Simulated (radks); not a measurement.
Values are calculated unless marked as measured or tabulated.
Neutral silicon inside a hard spherical wall (all orbitals vanish at R), configuration held at [Ne] 3s2 3p2 and not refilled when levels cross. Code: a radial shooting solver on a logarithmic mesh with Libxc functionals. Model: scalar-relativistic Kohn-Sham, LDA (Slater exchange, Perdew-Wang correlation), spin-polarised, spherical densities, point nucleus; open shells are filled with parallel spins first. Eigenvalues in eV for spin up, with the zero of energy where the potential of the charges vanishes at infinity; a dash marks a level that is unbound or too diffuse for the functional's potential to be trusted. A positive occupied level is held by the wall or, in an anion where self-interaction has pushed it up, behind a barrier. The pressure on the wall is -dE/dV.

R (bohr)  E (hartree)  kinetic (hartree)    e(2s)    e(2p)    e(3s)   e(3p)  e(4s, empty)  e(4p, empty)  pressure (GPa)
free       -288.84566            289.280  -138.60  -95.487  -11.378  -4.615        -0.406             -               0
12         -288.84563            289.280  -138.59  -95.484  -11.375  -4.612        -0.120         1.203        0.000438
8          -288.84320            289.300  -138.40  -95.292  -11.243  -4.469         1.571         4.116           0.105
7          -288.83770            289.337  -138.11  -94.995  -11.050  -4.242         3.100         6.302           0.450
5          -288.75450            289.761  -135.64  -92.519   -9.427  -2.195        12.711        18.103            10.8
2.5        -285.84907            298.417  -112.27  -68.914   18.285  30.171        121.96        129.42            1820
1.5        -269.01762            337.481  -65.302  -19.433   150.82  160.48        489.07        464.86           47200
